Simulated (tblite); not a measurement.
Run record: tight-binding relaxation, `CC#CC[BH-]1[Cl+][GaH2-][Cl+]1`.

Computed with GFN2-xTB geometry optimisation, gas phase (tblite 0.8.0). Start geometry: from a force field or distance geometry. The command runs a driver script over a list of jobs; the input below is this job's line of settings and its coordinates in Å.

Command:
```bash
OMP_NUM_THREADS=1 python probes_run.py task.json out
```

Input:
```
{"job": {"kind": "relax", "xc": "GFN2-xTB", "basis": "xTB"}, "charge": 0, "multiplicity": 1}
C     -3.640200    -0.215100    -0.024900
C     -2.293200     0.040800    -0.518300
C     -1.152200     0.235200    -0.887400
C      0.228800     0.473800    -1.361200
B      1.084500     0.689700    -0.029000
Cl     1.765200    -0.903600     0.652700
Ga     3.582800     0.107700     1.379900
Cl     2.786600     1.364200    -0.241000
H     -3.684400    -0.162400     1.105300
H     -4.352600     0.570200    -0.402100
H     -3.971000    -1.190800    -0.414800
H      0.533700    -0.417300    -1.940400
H      0.304300     1.383100    -1.956500
H      0.421200     1.287900     0.750200
H      3.489000     0.725300     2.849500
H      4.889900    -0.712300     1.026600
```

Question: What does the run print?

Answer: 
```
step      E/eV     max force
  0    -659.00374    2.038
  1    -659.13823    3.258
  2    -659.28690    2.117
  3    -659.36047    0.483
  4    -659.38226    0.439
  5    -659.40381    0.521
  6    -659.42246    0.353
  7    -659.43315    0.208
  8    -659.43980    0.198
  9    -659.44489    0.207
... (117 lines left out)
127    -659.60961    0.036
128    -659.60975    0.034
129    -659.60990    0.028
130    -659.61004    0.027
131    -659.61014    0.027
132    -659.61021    0.029
133    -659.61025    0.016
134    -659.61028    0.013
135    -659.61029    0.011
136    -659.61030    0.009
```

«max force» is the largest atomic force in eV/Å.

Question: From which step on does the largest force stay under 0.1 eV/Å, and how much energy is left to gain from there?

Answer: From step 56 (0.061 eV/Å), 18.9 meV above the end.

Summary of the converged run: energy lowered by 14.0 kcal/mol over 136 steps; largest atomic force 0.009 eV/Å at the end.

Question: Give the final coordinates.

Answer: 0.791 Å rms from the input after alignment:
```
atom  x, y, z in Å
C1    -3.5036   -0.5169   -0.2048
C2    -2.1482   -0.0999   -0.4988
C3    -1.0309    0.2488   -0.7546
C4     0.3374    0.6529   -1.0335
B5     1.0258    1.3475    0.2490
Cl6    1.1306    0.0590    1.6467
Ga7    3.3060   -0.2248    1.1242
Cl8    2.8756    1.6231   -0.1154
H9    -3.6560   -0.5545    0.8737
H10   -4.2145    0.1868   -0.6371
H11   -3.6894   -1.5064   -0.6221
H12    0.8990   -0.2397   -1.3451
H13    0.3240    1.3373   -1.8874
H14    0.5499    2.3398    0.6634
H15    4.2459    0.0835    2.3184
H16    3.5408   -1.4601    0.2120
```

Question: How long does this job take on an Arm Neoverse N1 with one thread, on a shared host?

Answer: About 2.0 s.
Labels such as C1 count atoms from 1, the log's own numbers from 0.
